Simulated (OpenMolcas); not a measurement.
A run on Cr3+ with 4 ligands (oxide) in tetrahedral coordination (Td) at 1.84 Å. A charge of +1.25 e stands 2.6 Å behind each ligand. Ligand basis ANO-RCC-VDZP.

```
Program             : OpenMolcas
Method              : CASSCF
Basis               : ANO-RCC-VDZP [5s4p2d1f]
Scalar Hamiltonian  : DKH2, point nucleus
Active space        : 3 electrons in 5 orbitals (3d)
State averaging     : 2S+1 = 4 even, 10 roots; 2S+1 = 2 even, 40 roots
Spin-orbit coupling : RASSI with atomic mean-field integrals over the reference wave functions
```

90 basis functions. Blocks (2S+1, parity, CSFs, roots kept): 4, even, 10, 10; 2, even, 40, 40.

How long do the RASSCF and RASSI steps take on 1 thread of Arm Neoverse V1 (shared host)?

About 22 s of wall time, without the integral step.
